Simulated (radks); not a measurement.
The numbers below are computed, except where a source is named.
Q: The holmium ion Ho3+, configuration [Xe] 4f9 7p1 (not the ground configuration). Code: a radial shooting solver on a logarithmic mesh with Libxc functionals. Model: Dirac Kohn-Sham, PBE, spin-unpolarised, spherical densities, finite nucleus; open shells fill j = l - 1/2 first; Fermi nuclear charge, rms radius 5.2022 fm. Some entries of the table are withheld. Estimate them.

orbital  occ.  eigenvalue (eV)  r(max) (bohr)  <1/r> (bohr^-1)
1s1/2       2        -55471.36            (1)            76.04
2s1/2       2        -9314.584        0.07480            18.25
2p1/2       2        -8868.387        0.05625            18.23
2p3/2       4        -8011.594        0.06237            15.88
3s1/2       2        -2119.870         0.2115            6.673
3p1/2       2        -1924.473         0.1990              (2)
3p3/2       4        -1745.561         0.2118              (3)
3d3/2       4        -1410.231            (4)            5.875
3d5/2       6        -1371.156            (5)            5.728
4s1/2       2        -458.4956         0.4838            2.797
4p1/2       2        -380.7856         0.4864            2.690
4p3/2       4        -340.3687         0.5135            2.486
4d3/2       4              (6)         0.5168            2.270
4d5/2       6              (7)         0.5256            2.220
5s1/2       2         -91.6888          1.113            1.091
5p1/2       2         -69.2863          1.200           0.9802
5p3/2       4         -63.2724          1.274           0.9125
4f5/2       6         -50.6352         0.5122            1.728
4f7/2       3         -49.5199         0.5169            1.708
7p1/2       1         -12.1067          6.033              (8)
7p3/2       0         -11.6898          6.220              (9)

A: 
(1) 1s1/2 r(max) (bohr): 0.01311
(2) 3p1/2 <1/r> (bohr^-1): 6.589
(3) 3p3/2 <1/r> (bohr^-1): 5.992
(4) 3d3/2 r(max) (bohr): 0.1675
(5) 3d5/2 r(max) (bohr): 0.1711
(6) 4d3/2 eigenvalue (eV): -212.2359
(7) 4d5/2 eigenvalue (eV): -204.8474
(8) 7p1/2 <1/r> (bohr^-1): 0.2206
(9) 7p3/2 <1/r> (bohr^-1): 0.2166
